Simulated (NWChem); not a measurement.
# Ionisation of selenium hexafluoride (F₆Se)

```xyz
7

F      0.0000     0.0000     1.7037
Se     0.0000     0.0000     0.0000
F      1.7037     0.0000     0.0000
F      0.0000     1.7037     0.0000
F     -1.7037     0.0000     0.0000
F      0.0000    -1.7037     0.0000
F      0.0000     0.0000    -1.7037
```
Charge 0, spin multiplicity 1.

All runs are NWChem calculations. The geometry was optimised at PBE0/def2-SVP, held to D2h symmetry and with no frequency check, so it may be a saddle point.

Basis set: def2-SVP. The species with one electron less has spin multiplicity 2 and keeps the geometry of the parent. Δ marks differences of total energies (open shells unrestricted). −ε marks an orbital energy of the parent. That orbital need not have the symmetry of the hole or added electron in the Δ rows.

The Hamiltonian is non-relativistic. B3LYP has NWChem's definition, with VWN1-RPA local correlation. No SCF solution was tested for a lower state.

Task: Order these methods by the first vertical ionisation energy they give, lowest first: −ε(HOMO) of HF, −ε(HOMO) of B3LYP, −ε(HOMO) of PBE, −ε(HOMO) of BP86, −ε(HOMO) of r2SCAN, ΔB3LYP.

Result: −ε(HOMO) of PBE (10.09 eV), −ε(HOMO) of BP86 (10.24 eV), −ε(HOMO) of r2SCAN (10.91 eV), −ε(HOMO) of B3LYP (12.14 eV), ΔB3LYP (14.99 eV), −ε(HOMO) of HF (19.00 eV)
